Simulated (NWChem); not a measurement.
# BGeH$_{4}$OF; SMILES O[B](F)[GeH3]

```xyz
8

B      0.0519     1.0210    -0.0007
F     -1.0803     1.7322     0.0019
Ge    -0.0182    -1.0517    -0.0003
H     -0.7145    -1.5674     1.2742
H     -0.8317    -1.5681    -1.2027
H      1.3887    -1.6692    -0.0651
O      1.2269     1.6732    -0.0009
H      1.1171     2.6345     0.0016
```
Atoms are numbered in this order, from 1.

Computed with NWChem. STO-3G and 3-21G are far too small for this property and stand as cheap habits. Structure relaxed at the PBE0/def2-SVP level. B3LYP is NWChem's, with the RPA form of VWN correlation. Field at 589 nm.

For level B3LYP/def2-SVPD:

```
Item                              Result
--------------------------------  ------
isotropic polarisability (bohr³)    54.7
anisotropy (bohr³)                  15.2
```

Question: Estimate the same quantities for level B3LYP/STO-3G.

Answer: The isotropic polarisability (bohr³) is 22.6. The anisotropy (bohr³) comes out as 14.1.
